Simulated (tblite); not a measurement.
Species: C₄H₁₂Cl₂OSi₂.
Numbering: `[CH3:1][O:2][Si@@H:3]([CH2:4][Cl:5])[SiH2:6][C@H:7]([CH3:8])[Cl:9]` (hydrogens: H10, H11, H12 on C1; H13 on Si3; H14, H15 on C4; H16, H17 on Si6; H18 on C7; H19, H20, H21 on C8)

Computed geometry: GFN2-xTB, gas phase.

Problem. List the bond lengths, angles and torsions at this level.

Solution. 
```
                  bond  length (Å)   order
                 C1–O2       1.397  single
                O2–Si3       1.625  single
                Si3–C4       1.910  single
                C4–Cl5       1.781  single
               Si3–Si6       2.318  single
                Si6–C7       1.917  single
                 C7–C8       1.515  single
                C7–Cl9       1.797  single
C1–H10, C1–H11, C1–H12       1.091  single
               Si3–H13       1.476  single
                C4–H14       1.087  single
                C4–H15       1.087  single
               Si6–H16       1.474  single
               Si6–H17       1.472  single
                C7–H18       1.091  single
C8–H19, C8–H20, C8–H21       1.088  single
```

Bonds in one row agree within 0.01 Å and their mean is given. Orders are formal, as drawn. A selection of angles:
```
     angle  degrees
 C1–O2–Si3    128.1
 O2–Si3–C4    100.2
O2–Si3–Si6    110.5
C4–Si3–Si6    113.4
Si3–C4–Cl5    108.0
Si3–Si6–C7    113.0
 Si6–C7–C8    114.4
Si6–C7–Cl9    106.0
 C8–C7–Cl9    109.3
```

Dihedral angles: C1–O2–Si3–C4 -177° (antiperiplanar); O2–Si3–C4–Cl5 177° (antiperiplanar); O2–Si3–Si6–C7 -171° (antiperiplanar); Si3–Si6–C7–C8 -56° (synclinal).

Si6 (SiH2 silicon) is distorted tetrahedral (angles from 105.7° to 114.5°). Si3 (oxygen-bound silicon) is distorted tetrahedral (angles from 100.2° to 115.6°). Of the pairs four or more bonds apart, Si6···H11 is among the closest relative to their van der Waals radii: 3.27 Å, 99 % of the sum of Bondi's values.

Point group: C1 (no symmetry element, even within 0.4 Å). Its GFN2-xTB frequencies are all real (lowest 26 cm⁻¹). The numbers are those of one conformer.
